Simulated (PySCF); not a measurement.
Compound: C₇H₄ClO₂ (doublet state).
SMILES with atom numbers: `[O:1]=[C:2]([OH:3])[c:4]1[c:5][cH:6][c:7]([Cl:8])[cH:9][cH:10]1` (hydrogens: H11 on O3; H12 on C6; H13 on C9; H14 on C10)

The geometry is computed with GFN2-xTB (gas phase). This method treats the open shell by occupation alone, without spin polarisation.

Problem. What internal coordinates does the optimisation give?

Solution. 
```json
{"bond": "O1=C2", "length (Å)": "1.205", "order": "double"}
{"bond": "C2–O3", "length (Å)": "1.337", "order": "single"}
{"bond": "C2–C4", "length (Å)": "1.480", "order": "single"}
{"bond": "C4–C5", "length (Å)": "1.369", "order": "aromatic"}
{"bond": "C5–C6", "length (Å)": "1.359", "order": "aromatic"}
{"bond": "C6–C7", "length (Å)": "1.398", "order": "aromatic"}
{"bond": "C7–Cl8", "length (Å)": "1.723", "order": "single"}
{"bond": "C7–C9", "length (Å)": "1.390", "order": "aromatic"}
{"bond": "C9–C10", "length (Å)": "1.378", "order": "aromatic"}
{"bond": "C4–C10", "length (Å)": "1.402", "order": "aromatic"}
{"bond": "O3–H11", "length (Å)": "0.970", "order": "single"}
{"bond": "C6–H12", "length (Å)": "1.078", "order": "single"}
{"bond": "C9–H13", "length (Å)": "1.079", "order": "single"}
{"bond": "C10–H14", "length (Å)": "1.080", "order": "single"}
```

Orders are formal, as drawn. A selection of angles:
```json
{"angle": "O1–C2–O3", "degrees": "122.9"}
{"angle": "O1–C2–C4", "degrees": "124.7"}
{"angle": "O3–C2–C4", "degrees": "112.5"}
{"angle": "C2–O3–H11", "degrees": "110.2"}
{"angle": "C2–C4–C5", "degrees": "123.8"}
{"angle": "C2–C4–C10", "degrees": "119.4"}
{"angle": "C5–C4–C10", "degrees": "116.8"}
{"angle": "C4–C5–C6", "degrees": "125.5"}
{"angle": "C5–C6–C7", "degrees": "116.7"}
{"angle": "C5–C6–H12", "degrees": "122.8"}
{"angle": "C7–C6–H12", "degrees": "120.5"}
{"angle": "C6–C7–Cl8", "degrees": "119.4"}
{"angle": "C6–C7–C9", "degrees": "120.6"}
{"angle": "Cl8–C7–C9", "degrees": "120.0"}
{"angle": "C7–C9–C10", "degrees": "120.1"}
{"angle": "C7–C9–H13", "degrees": "119.5"}
{"angle": "C10–C9–H13", "degrees": "120.3"}
{"angle": "C9–C10–H14", "degrees": "121.8"}
{"angle": "C4–C10–C9", "degrees": "120.3"}
{"angle": "C4–C10–H14", "degrees": "117.9"}
```

Dihedral angles: O1–C2–C4–C5 180° (antiperiplanar); H11–O3–C2–O1 0° (synperiplanar).

Of the pairs four or more bonds apart, O1···H14 is among the closest relative to their van der Waals radii: 2.54 Å, 93 % of the sum of Bondi's values. The 7 C–C bonds span 1.359 Å (C5–C6, aromatic) to 1.480 Å (C2–C4, drawn single), a spread of 0.121 Å. C2 (carbon bonded to C and 2 O) is planar (angles 124.7°, 122.9° and 112.5°, sum 360.0°, 0.00 Å off the plane of its three neighbours). The 6-membered ring C4–C5–C6–C7–C9–C10 has internal angles of 116.7° to 125.5°; it is planar, 0.00 Å rms from its mean plane, widest ring torsion 0°. The 2 C–O bonds span 1.205 Å (O1=C2, drawn double) to 1.337 Å (C2–O3, drawn single), a spread of 0.132 Å. C9 (carbon bonded to 2 C and H) is planar (angles 120.3°, 120.1° and 119.5°, sum 360.0°, 0.00 Å off the plane of its three neighbours). C7 (carbon bonded to 2 C and Cl) is planar (angles 120.6°, 120.0° and 119.4°, sum 360.0°, 0.00 Å off the plane of its three neighbours).

Point group: Cs (every atom within 0.08 Å of its image). Not checked by GFN2-xTB frequencies. Torsions: O1–C2–O3–H 0°, O1–C2–C4–C5 180°.

One conformer stands for the species.
